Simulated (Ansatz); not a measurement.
[Dy(H2O)6]3+ (DyO6H12³⁺). Total charge 3; sextet. Geometry PBE-D4/def2-SVP, basis def2-TZVP, Ansatz.

```tsv
atom	x (Å)	y (Å)	z (Å)
Dy1	0.000	-0.001	0.002
O2	1.203	-1.636	1.136
H3	1.146	-2.616	1.035
H4	1.890	-1.507	1.833
O5	-1.201	1.633	-1.137
H6	-1.889	1.502	-1.833
H7	-1.142	2.613	-1.041
O8	-1.664	-0.038	1.627
H9	-1.699	-0.590	2.444
H10	-2.495	0.491	1.660
O11	1.659	0.042	-1.627
H12	2.495	-0.482	-1.663
H13	1.688	0.594	-2.445
O14	-1.080	-1.678	-1.194
H15	-0.809	-2.089	-2.049
H16	-1.919	-2.142	-0.961
O17	1.082	1.676	1.197
H18	1.921	2.140	0.963
H19	0.812	2.088	2.052
```

```
run  HOMO (eV)  LUMO (eV)
  A     -20.05     -17.83
  B     -19.93     -18.99
  C     -20.17     -17.94
  D     -20.00     -18.84
  E     -22.76     -15.19
```

In the def2 sets Dy takes a core potential; there is no spin–orbit coupling. With an open 4f shell the SCF may have ended on a state above the lowest.

HOMO and LUMO are taken over both spins.

Task: The runs used B97M-V, BLYP, PBE, PBE0, r2SCAN. Estimate which is which.

Result: A r2SCAN (0 % exact exchange); B PBE (0 % exact exchange); C B97M-V (0 % exact exchange); D BLYP (0 % exact exchange); E PBE0 (25 % exact exchange). Exact exchange lowers occupied and raises empty levels; among semilocal functionals meta-GGAs tend to open the gap a little, and such runs are hard to tell apart. The gap grows from 0.94 eV (PBE) to 7.58 eV (PBE0).
